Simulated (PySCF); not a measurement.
# C₄H₂F₂O₃: full NMR table

| Quantity | Value |
| --- | --- |
| Formula | C4H2F2O3 |
| SMILES | O=c1occ(C(F)F)o1 |
| InChI | InChI=1S/C4H2F2O3/c5-3(6)2-1-8-4(7)9-2/h1,3H |
| Point group of the computed structure | Cs |
| Degrees of unsaturation | 3 |
| Carbon signals | 4 |
| Proton signals | 2 |

Atom-mapped SMILES (the numbers label the heavy atoms): `[O:1]=[c:2]1[o:3][cH:4][c:5]([CH:6]([F:7])[F:8])[o:9]1`. Each H is labelled by its parent atom.

[PySCF 2.14: shielding tensors at PBE0/pcSseg-1 (GIAO); GFN2-xTB structure; in vacuum; averaged over atoms made equivalent by symmetry, fast rotation or ring inversion; one computed conformer; relativity neglected]

δ = σ(ref) − σ, references computed at the same level: TMS for ¹H (31.72 ppm) and ¹³C (186.93 ppm); CFCl3 for ¹⁹F (170.95 ppm); ¹⁷O (336.08 ppm) vs H2O.

```tsv
carbon	δC, type	δH (multiplicity)	HMBC from (2–3 bonds)	span of the C tensor (ppm)
C2	155.7, C	–	H(C4)	190
C4	138.8, CH	7.56 (m)	H(C6)	148
C5	148.7, C	–	H(C4), H(C6)	147
C6	114.3, CH	6.87 (m)	H(C4)	37
```

Other nuclei:
```json
{"atoms": "F7/F8", "nucleus": "¹⁹F", "environment": "fluorine of a CF2 group", "δ (ppm)": "-126.6", "σ (ppm)": "297.6"}
{"atoms": "O1", "nucleus": "¹⁷O", "environment": "carbonyl oxygen", "δ (ppm)": "301.4", "σ (ppm)": "34.6"}
{"atoms": "O3", "nucleus": "¹⁷O", "environment": "ring oxygen", "δ (ppm)": "234.3", "σ (ppm)": "101.8"}
{"atoms": "O9", "nucleus": "¹⁷O", "environment": "ring oxygen", "δ (ppm)": "228.4", "σ (ppm)": "107.7"}
```

Carbon types of the structure: 2 × C, 2 × CH, which accounts for all hydrogens. δC 155.7: ring carbonyl carbon. δC 148.7: unsaturated ring carbon. δC 138.8: unsaturated ring CH. δC 114.3: sp3 CH bonded to 2 F, on an unsaturated ring; 2 electronegative neighbours deshield it. δH 6.87: hydrogen on an sp3 CH bonded to 2 F, on an unsaturated ring; its carbon carries F, an electronegative neighbour.

Splittings by ¹⁹F in the carbon and heteronuclear signals aren't shown, as no couplings were computed. Shifts are as computed. Against solution values, carbons near 30 ppm lie about +3 ppm off and those near 130 ppm about +5 ppm. Of 1211 compounds with measured shifts, 218 miss one by over three times the rms of a fit or turn the order of signals round; such compounds aren't used in these exercises. Unscaled 19F shifts against computed CFCl3 carry errors that often reach 10 to 50 ppm. Unscaled 17O shifts of doubly bonded oxygen tend to come out too high, by tens of ppm or more. Experimental scales use liquid or dissolved standards, which lie at an offset from isolated H2O (liquid H2O: subtract about 36 ppm). No couplings were computed; multiplicities are counted from neighbouring protons, with m where these are inequivalent, close in shift, in a saturated or five-membered ring or joined by F or P, and br s for small geminal =CH2 splittings.
